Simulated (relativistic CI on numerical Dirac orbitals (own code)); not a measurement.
# Fe2+ in a cubic cluster: L2,3 absorption with charge transfer

Computed with a charge-transfer multiplet model of a cubic metal-ligand cluster with up to 2 ligand holes, Slater and spin-orbit integrals from Dirac-Coulomb-Breit ions, Slater integrals scaled by 0.7. The parameters are those of a tetrahedral site (10Dq negative, t2 hopping the larger). The ground state mixes d6 with configurations of k ligand holes L, whose averages lie at kΔ + k(k − 1)U_dd/2; a core hole lowers each added d electron by U_cd. 300 K, Lorentzian 0.4 eV and Gaussian 0.3 eV FWHM.

Atomic integrals in eV (Slater integrals scaled, ζ unscaled), ground: F2dd 7.632, F4dd 4.739, zeta_d 0.049; with the core hole: F2dd 8.202, F4dd 5.098, zeta_d 0.067, zeta_core 8.135, F2cd 4.777, G1cd 3.552, G3cd 2.018.

Cluster parameters (eV): U_dd = 6.9, U_cd = 7.9, 10Dq = -0.15, 10Dq(ligand) = 0, V(eg) = 1.4, V(t2g) = -2.38, final-state hopping factor = 0.9.

| Case | n_d | d6 | d7L | d8L2 | S |
| --- | --- | --- | --- | --- | --- |
| Δ = 3 eV | 6.38 | 0.65 | 0.33 | 0.03 | 2.00 |
| Δ = 5 eV | 6.27 | 0.75 | 0.24 | 0.01 | 2.00 |
| Δ = 6 eV | 6.22 | 0.79 | 0.20 | 0.01 | 2.00 |
| Δ = 7 eV | 6.19 | 0.82 | 0.17 | 0.01 | 2.00 |
| Δ = 8 eV | 6.16 | 0.85 | 0.15 | 0.01 | 2.00 |

Weights, n_d and S are thermal averages at 300 K. Photon energies count from the first peak over 30 % of the highest in each spectrum, which can be another peak from case to case. The parameters are a model scan and need not match a compound or its usual spin state. Peaks in eV (height, largest 100):
- Δ = 3 eV: -1.7 (12), 0.0 (100), 1.7 (28), 12.1 (28), 13.0 (31), 14.4 (11)
- Δ = 5 eV: 0.0 (100), 1.9 (29), 2.9 (13), 12.9 (32), 14.5 (12)
- Δ = 6 eV: 0.0 (100), 1.8 (30), 2.9 (13), 12.8 (33), 14.5 (12)
- Δ = 7 eV: 0.0 (97), 0.3 (100), 2.2 (30), 3.4 (13), 12.5 (31), 13.2 (33), 14.9 (12)
- Δ = 8 eV: 0.0 (96), 0.4 (100), 2.3 (30), 3.5 (13), 12.7 (31), 13.2 (33), 15.0 (12)

Curve for Δ = 8 eV (points under 2 left out, the grid thinned):

| E (eV) | Intensity |
| --- | --- |
| -2.6 | 2.1 |
| -2.3 | 2.9 |
| -2.0 | 4.6 |
| -1.6 | 9.3 |
| -1.3 | 12.5 |
| -1.0 | 23.9 |
| -0.7 | 41.9 |
| -0.4 | 68.6 |
| -0.1 | 93.8 |
| 0.3 | 98.8 |
| 0.6 | 90.1 |
| 0.9 | 71.1 |
| 1.2 | 60.6 |
| 1.5 | 38.2 |
| 1.9 | 24.6 |
| 2.2 | 29.1 |
| 2.5 | 27.1 |
| 2.8 | 17.8 |
| 3.1 | 12.2 |
| 3.4 | 12.6 |
| 3.8 | 9.2 |
| 4.1 | 6.0 |
| 4.4 | 4.2 |
| 4.7 | 2.7 |
| 5.0 | 2.2 |
| 5.4 | 2.1 |
| 5.7 | 2.0 |
| 10.7 | 2.4 |
| 11.0 | 3.8 |
| 11.3 | 7.9 |
| 11.6 | 13.1 |
| 12.0 | 21.0 |
| 12.3 | 27.1 |
| 12.6 | 30.5 |
| 12.9 | 30.5 |
| 13.2 | 32.8 |
| 13.6 | 24.7 |
| 13.9 | 15.8 |
| 14.2 | 12.8 |
| 14.5 | 10.1 |
| 14.8 | 10.5 |
| 15.1 | 11.1 |
| 15.5 | 7.9 |
| 15.8 | 4.8 |
| 16.1 | 2.3 |

For the case Δ = 6 eV, Δ = 6 eV is smaller than U_dd = 6.9 eV, the charge-transfer side of the Zaanen-Sawatzky-Allen scheme. With the core hole the configuration with one ligand hole lies at Δ + U_dd − U_cd = 2.0, 4.0, 5.0, 6.0, 7.0 eV from the one without, in the order of the table; where this is negative the screened configuration lies lower, though the effective hopping of about 3.8 eV (from the holes of the mixed ground state) mixes the two strongly wherever it is as large as the gap.
